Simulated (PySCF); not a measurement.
**Dipole response of Ne⁺ (neon, charge +1)**

[He] 2s2 2p5, 2P determinant. Calculation: PySCF 2.14, in ANO-RCC-VTZP; the spin-free X2C one-electron Hamiltonian (Gaussian nucleus). Coupled (time-dependent) response in atomic units; α is the mean over directions. The basis has no added diffuse functions, which lowers α and C₆.

```csv
method,mean α (bohr³),"α xx, yy, zz",C₆ (like pair),S(−4)
UHF,0.9981,"1.098, 0.9480, 0.9480",1.745,0.2549
PBE,1.057,"1.155, 1.008, 1.008",1.895,0.3034
PBE0,1.040,"1.138, 0.9907, 0.9907",1.850,0.2883
TPSSh,1.043,"1.138, 0.9959, 0.9959",1.870,0.2861
wB97M-V,1.045,"1.144, 0.9955, 0.9955",1.869,0.2887
```

S(−4) is the Cauchy moment in α(ω) = α(0) + S(−4) ω² + …

α(iu) at TPSSh:

```csv
u (hartree),α(iu) (bohr³)
0,1.043
0.0500,1.043
0.100,1.041
0.200,1.032
0.300,1.019
0.500,0.9803
0.750,0.9177
1.00,0.8482
1.50,0.7097
2.00,0.5864
3.00,0.4004
5.00,0.2048
```

A single London oscillator, α(iu) = α/(1 + u²/ω²), gives C₆ = (3/4) ω α². Matching the computed C₆ needs ω = 4 × 1.870 / (3 × 1.043²) = 2.29 hartree.

For an ion, C₆ is the dispersion term alone; charge-induced terms of lower order in 1/R come first.

The components differ because the open shell of this determinant is not spherical; for a pure term their mean is the scalar polarisability.
